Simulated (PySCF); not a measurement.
Al(Me)(vinyl)(OH) (C3H7AlO), SMILES C=[CH][Al]([CH3])[OH].

Coordinates come from a PBE0-D3(BJ)/def2-SVP optimisation. The structure was generated by enumeration; whether it is a known compound was not checked. The values are those of a single conformer.

Two levels are set side by side: PBE/def2-TZVP (PySCF) and M06-2X/def2-TZVP (PySCF). Same geometry, gas phase. Differences are taken from unrounded values.

```
quantity                       PBE
---------------------------  -----
orbital gap (eV)              4.57
highest occupied level (eV)  -6.41
lowest empty level (eV)      -1.84
dipole moment (D)             1.18
mean polarisability (bohr³)   66.7
```

Problem. These are the PBE values. What does M06-2X give? (The exact figures need the calculation; the answer reports its results.)

Solution. 
```json
[
 {"quantity": "orbital gap (eV)", "M06-2X": "8.67", "PBE minus M06-2X": "-4.10"},
 {"quantity": "highest occupied level (eV)", "M06-2X": "-8.92", "PBE minus M06-2X": "2.51"},
 {"quantity": "lowest empty level (eV)", "M06-2X": "-0.25", "PBE minus M06-2X": "-1.59"},
 {"quantity": "dipole moment (D)", "M06-2X": "1.32", "PBE minus M06-2X": "-0.14"},
 {"quantity": "mean polarisability (bohr³)", "M06-2X": "62.9", "PBE minus M06-2X": "3.7"}
]
```

Without exact exchange PBE keeps part of each electron's self-repulsion, which lifts occupied levels and narrows the gap. Loosely held outer electrons make PBE densities more polarisable. Differences between two approximate levels are no errors against the true value.

Rough cost on one machine, each run with all the roots and properties that it gave: M06-2X against PBE about 4 times.
